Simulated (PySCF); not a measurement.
**Excitation energy of Re²⁺ by level of theory**

Re²⁺ [Xe] 4f14 5d5 (6S) → Re²⁺ [Xe] 4f14 5d4 6p1 (high-spin determinant), as a difference of total energies. All numbers are calculated (PySCF 2.14, a scalar-relativistic core potential, in def2-TZVPPD with the def2 core potential (60 electrons) (6s5p3d2f1g, 59 functions)). Correlated levels: valence and next inner shell: nothing frozen outside the core potential. The calculations carry no spin-orbit coupling.

```tsv
method	excitation energy (cm⁻¹)
UHF	79298
MP2 (valence and next inner shell)	81153
SCS-MP2 (valence and next inner shell)	80442
CCSD (valence and next inner shell)	80486
CCSD(T) (valence and next inner shell)	80425
```

The determinant of the upper state mixes LS terms, which raises its energy above the lowest term, most at the Hartree-Fock and MP2 levels.
